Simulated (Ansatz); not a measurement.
F2HISn, SMILES `[F][SnH]([F])[I]`, one more setting.

```yaml
crystal:
  periodic: [false, false, false]
  atoms:
    - {symbol: F, position_ang: [-0.105047, -0.873075, 1.668882]}
    - {symbol: Sn, position_ang: [0.183894, -0.022281, -0.007400]}
    - {symbol: F, position_ang: [0.018077, 1.824750, 0.414792]}
    - {symbol: I, position_ang: [-1.811843, -0.668430, -1.593371]}
    - {symbol: H, position_ang: [1.764720, -0.334664, -0.524203]}
basis:
  gaussian: {orbitals: x2c-TZVPPall}
hamiltonian: {xc: {name: LC-wPBE}, pseudopotentials: {relativity: scalar}}
output: {forces: true}
```

```sh
$ ansatz run in.yaml --threads 2 --pin off --events-out ev --progress --plain --max-ram 20480MiB --backend cpu
```

Shortened log:

```
Functional definition: LC-wPBE
1430 factors; their error is unknown
317 factors; integrals over basis functions are off by at most 2.0e-5 eV
mean field evaluation 1: about -367133.2593 eV, gradient 5.4e1 eV
mean field evaluation 2: about -367130.4890 eV, gradient 7.6e1 eV
mean field evaluation 4: about -367137.9068 eV, gradient 1.2e0 eV
mean field evaluation 8: about -367137.8908 eV, gradient 3.8e-2 eV
mean field evaluation 16: about -367137.8908 eV, gradient 5.2e-5 eV
mean field -367137.89078301 eV, -13492.0686312752 hartree, gradient 9.8e-6 eV, S^2 0.000000; 0 other end points of the search recorded, 0 dependent functions left out
reference -367137.89078301 eV, -13492.0686312753 hartree; 61, 61 occupied and 135, 135 virtual orbitals, 1430 factors
Total energy: -367137.89078301 eV, -13492.0686312753 hartree
Relativity: scalar
Atom 0 at    -0.105047    -0.873075     1.668882 Å, force    -0.001375     0.024576    -0.062624 eV/Å
Atom 1 at     0.183894    -0.022281    -0.007400 Å, force    -0.012793    -0.062877    -0.136614 eV/Å
Atom 2 at     0.018077     1.824750     0.414792 Å, force    -0.005385    -0.063501    -0.021701 eV/Å
Atom 3 at    -1.811843    -0.668430    -1.593371 Å, force     0.221678     0.070803     0.174092 eV/Å
Atom 4 at     1.764720    -0.334664    -0.524203 Å, force    -0.202126     0.030999     0.046846 eV/Å
Dipole moment:     0.247420    -0.244910    -0.502558 e Å
```

Hardware: 2 threads of an AMD EPYC 7R13 on a shared host. Wall time 5.5 s, peak host memory 0.42 GiB.
